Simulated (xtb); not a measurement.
C3H12Si3, SMILES [SiH3]C[C@H]1C[SiH2][SiH2]1. All values are semi-empirical tight-binding results from xtb (GFN2-xTB unless named), good for trends rather than for accurate numbers. The structure is a stationary point at GFN2-xTB. The structure was generated by enumeration; whether it is a known compound was not checked. The values are those of a single conformer.

- orbital gap = 3.76 eV
- dipole moment = 1.19 D
- zero-point energy = 80.1 kcal/mol
- G − E(el) at 298.15 K (modified RRHO) = 58.2 kcal/mol
- static polarisability (D4 model) = 118.1 bohr³
- solvation energy, GFN2-xTB/ALPB(water) = 0.4 kcal/mol
- solvation energy, GFN2-xTB/ALPB(toluene) = -2.7 kcal/mol
